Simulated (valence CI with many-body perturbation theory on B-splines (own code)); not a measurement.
**Forbidden lines of Tl³⁰⁺**

Calculated by configuration interaction combined with many-body perturbation theory (CI+MBPT): five valence electrons over a frozen Dirac-Fock core [Kr] 4d10, a basis of 7 s, 7 p, 7 d, 7 f, 4 g, 2 h functions for each j, with the one-electron correlation potential Σ1, the two-electron term Σ2, the three-electron term Σ3, Breit, model QED; selected CI, second order for the rest, scaled by the run's own slope (own B-spline code, finite nucleus).

No measured spectrum was set against this ion. As an estimate, large intervals hold to a few tenths of a per cent, small ones and those within an open d or f shell to about a per cent. Among the levels kept, up to 950 cm⁻¹ of a level comes from second order outside the variational space, and about a tenth of that is noise between levels of different J, which matters for small intervals. Only levels of the ground parity were solved; by the run's estimate the other parity begins above the list, which can be wrong where configurations are misplaced.

Lines 1 to 50 of 120 in falling wavelength, among levels below 399720 cm⁻¹, chosen from the decays that carry over 1 % of a level's rate. Wavelengths and rates use the calculated energies. Electric multipoles are in the length gauge, E1 and E2 with the static RPA response of the core. Weak lines are less certain than strong ones. Lines between different terms over intervals too small for the method are left out, as are lines whose strength nearly cancels. Where a level lies close to another of its J and parity, the split of strength between their lines is uncertain. Branching is blank where the lifetime is uncertain.

Levels are named by their leading jj configuration (3d3/2^4 stands for four electrons in 3d with j = 3/2), which in mixed levels can hold well under half, so a name can repeat and another be missing. Letters in brackets count levels of one name in rising energy.

| λ vac (nm) | Upper | Lower | Type | A (s⁻¹) | Branch % |
| --- | --- | --- | --- | --- | --- |
| 3984 | (4f5/2^4 4f7/2) J=13/2 | (4f5/2^4 4f7/2) J=15/2 | M1 | 3.06e-01 | 1.3 |
| 2464 | (4f5/2^4 4f7/2) J=1/2 | (4f5/2^4 4f7/2) J=3/2 [a] | M1 | 6.77e+00 | 99.1 |
| 1912 | (4f5/2^3 4f7/2^2) J=21/2 | (4f5/2^3 4f7/2^2) J=19/2 | M1 | 2.13e+00 | 100.0 |
| 1892 | (4f5/2^4 4f7/2) J=15/2 | (4f5/2^3 4f7/2^2) J=11/2 [a] | E2 | 4.42e-08 |  |
| 1283 | (4f5/2^4 4f7/2) J=13/2 | (4f5/2^3 4f7/2^2) J=11/2 [a] | M1 | 2.26e+01 | 98.7 |
| 1214 | (4f5/2^3 4f7/2^2) J=17/2 [b] | (4f5/2^3 4f7/2^2) J=19/2 | M1 | 8.10e-01 | 2.4 |
| 990.2 | (4f5/2^3 4f7/2^2) J=17/2 [b] | (4f5/2^3 4f7/2^2) J=15/2 [b] | M1 | 1.53e+01 | 46.1 |
| 800.7 | (4f5/2^3 4f7/2^2) J=11/2 [a] | (4f5/2^3 4f7/2^2) J=9/2 [a] | M1 | 1.36e+02 | 100.0 |
| 794.6 | (4f5/2^4 4f7/2) J=5/2 | (4f5/2^4 4f7/2) J=7/2 [a] | M1 | 1.45e+01 | 1.3 |
| 788.8 | (4f5/2^4 4f7/2) J=11/2 | (4f5/2^4 4f7/2) J=9/2 [a] | M1 | 4.38e+01 | 10.1 |
| 729.3 | (4f5/2^3 4f7/2^2) J=9/2 [c] | (4f5/2^3 4f7/2^2) J=7/2 [b] | M1 | 6.64e+01 | 6.4 |
| 725.2 | (4f5/2^3 4f7/2^2) J=5/2 [b] | (4f5/2^3 4f7/2^2) J=5/2 [a] | M1 | 4.27e+01 | 1.5 |
| 695.1 | (4f5/2^3 4f7/2^2) J=3/2 [b] | (4f5/2^3 4f7/2^2) J=5/2 [b] | M1 | 6.13e+01 | 8.0 |
| 678.9 | (4f5/2^3 4f7/2^2) J=7/2 [a] | (4f5/2^3 4f7/2^2) J=9/2 [a] | M1 | 1.49e+01 | 2.1 |
| 678.2 | (4f5/2^3 4f7/2^2) J=19/2 | (4f5/2^3 4f7/2^2) J=17/2 [a] | M1 | 8.17e+01 | 100.0 |
| 655.1 | (4f5/2^4 4f7/2) J=9/2 [a] | (4f5/2^3 4f7/2^2) J=7/2 [a] | M1 | 1.45e+02 | 67.3 |
| 620.6 | (4f5/2^3 4f7/2^2) J=9/2 [b] | (4f5/2^4 4f7/2) J=9/2 [a] | M1 | 3.35e+01 | 1.0 |
| 595.7 | (4f5/2^3 4f7/2^2) J=17/2 [a] | (4f5/2^3 4f7/2^2) J=15/2 [a] | M1 | 6.89e+01 | 6.0 |
| 571.3 | (4f5/2^4 4f7/2) J=9/2 [a] | (4f5/2^3 4f7/2^2) J=11/2 [a] | M1 | 1.00e+01 | 4.7 |
| 551.2 | (4f5/2^3 4f7/2^2) J=3/2 [b] | (4f5/2^3 4f7/2^2) J=3/2 [a] | M1 | 1.26e+01 | 1.7 |
| 535.8 | (4f5/2^3 4f7/2^2) J=9/2 [a] | (4f5/2^4 4f7/2) J=7/2 [a] | M1 | 5.06e+02 | 100.0 |
| 522.4 | (4f5/2^3 4f7/2^2) J=11/2 [b] | (4f5/2^4 4f7/2) J=9/2 [a] | M1 | 1.94e+01 | 1.1 |
| 480.6 | (4f5/2^3 4f7/2^2) J=7/2 [a] | (4f5/2^4 4f7/2) J=5/2 | M1 | 4.23e+02 | 60.7 |
| 476.5 | (4f5/2^3 4f7/2^2) J=5/2 [a] | (4f5/2^3 4f7/2^2) J=7/2 [a] | M1 | 1.29e+02 | 3.0 |
| 447.1 | (4f5/2^3 4f7/2^2) J=15/2 [a] | (4f5/2^4 4f7/2) J=13/2 | M1 | 1.46e+02 | 17.0 |
| 446.7 | (4f5/2^4 4f7/2) J=11/2 | (4f5/2^4 4f7/2) J=13/2 | M1 | 1.03e+01 | 2.4 |
| 442.2 | (4f5/2^3 4f7/2^2) J=7/2 [b] | (4f5/2^3 4f7/2^2) J=5/2 [a] | M1 | 3.47e+02 | 12.2 |
| 436.6 | (4f5/2^3 4f7/2^2) J=9/2 [c] | (4f5/2^3 4f7/2^2) J=11/2 [b] | M1 | 1.12e+01 | 1.1 |
| 435.1 | (4f5/2^3 4f7/2^2) J=17/2 [b] | (4f5/2^3 4f7/2^2) J=17/2 [a] | M1 | 8.59e+00 | 25.8 |
| 416.0 | (4f5/2^3 4f7/2^2) J=15/2 [b] | (4f5/2^3 4f7/2^2) J=13/2 [a] | M1 | 3.43e+02 | 39.1 |
| 402.0 | (4f5/2^3 4f7/2^2) J=15/2 [a] | (4f5/2^4 4f7/2) J=15/2 | M1 | 7.12e+02 | 83.0 |
| 389.6 | (4f5/2^4 4f7/2) J=7/2 [a] | (4f5/2^5) J=5/2 | M1 | 1.01e+03 | 100.0 |
| 385.6 | (4f5/2^3 4f7/2^2) J=9/2 [c] | (4f5/2^3 4f7/2^2) J=9/2 [b] | M1 | 8.91e+01 | 8.5 |
| 384.6 | (4f5/2^2 4f7/2^3) J=15/2 [a] | (4f5/2^3 4f7/2^2) J=17/2 [a] | M1 | 1.08e+02 | 3.0 |
| 357.1 | (4f5/2^3 4f7/2^2) J=13/2 [a] | (4f5/2^4 4f7/2) J=13/2 | M1 | 6.35e+02 | 52.3 |
| 354.9 | (4f5/2^3 4f7/2^2) J=3/2 [b] | (4f5/2^3 4f7/2^2) J=5/2 [a] | M1 | 8.41e+01 | 11.0 |
| 353.7 | (4f5/2^3 4f7/2^2) J=11/2 [c] | (4f5/2^3 4f7/2^2) J=11/2 [b] | M1 | 2.22e+02 | 23.7 |
| 352.9 | (4f5/2^3 4f7/2^2) J=7/2 [b] | (4f5/2^4 4f7/2) J=9/2 [a] | M1 | 1.20e+02 | 4.2 |
| 343.4 | (4f5/2^3 4f7/2^2) J=11/2 [c] | (4f5/2^3 4f7/2^2) J=13/2 [a] | M1 | 1.28e+01 | 1.4 |
| 342.0 | (4f5/2^4 4f7/2) J=9/2 [b] | (4f5/2^3 4f7/2^2) J=9/2 [b] | M1 | 2.23e+02 | 8.6 |
| 340.5 | (4f5/2^3 4f7/2^2) J=9/2 [c] | (4f5/2^4 4f7/2) J=11/2 | M1 | 4.16e+01 | 4.0 |
| 337.0 | (4f5/2^3 4f7/2^2) J=15/2 [b] | (4f5/2^3 4f7/2^2) J=15/2 [a] | M1 | 1.18e+02 | 13.4 |
| 335.0 | (4f5/2^3 4f7/2^2) J=5/2 [c] | (4f5/2^3 4f7/2^2) J=5/2 [b] | M1 | 1.03e+02 | 2.9 |
| 333.4 | (4f5/2^4 4f7/2) J=9/2 [a] | (4f5/2^3 4f7/2^2) J=9/2 [a] | M1 | 1.95e+01 | 9.1 |
| 331.3 | (4f5/2^4 4f7/2) J=11/2 | (4f5/2^3 4f7/2^2) J=11/2 [a] | M1 | 3.95e+01 | 9.0 |
| 322.5 | (4f5/2^3 4f7/2^2) J=13/2 [b] | (4f5/2^3 4f7/2^2) J=11/2 [b] | M1 | 4.69e+02 | 46.7 |
| 318.7 | (4f5/2^3 4f7/2^2) J=9/2 [b] | (4f5/2^3 4f7/2^2) J=7/2 [a] | M1 | 6.18e+01 | 1.9 |
| 313.9 | (4f5/2^3 4f7/2^2) J=13/2 [b] | (4f5/2^3 4f7/2^2) J=13/2 [a] | M1 | 1.59e+02 | 15.8 |
| 306.0 | (4f5/2^4 4f7/2) J=9/2 [b] | (4f5/2^4 4f7/2) J=11/2 | M1 | 1.29e+02 | 5.0 |
| 299.5 | (4f5/2^3 4f7/2^2) J=7/2 [a] | (4f5/2^4 4f7/2) J=7/2 [a] | M1 | 2.22e+02 | 31.9 |
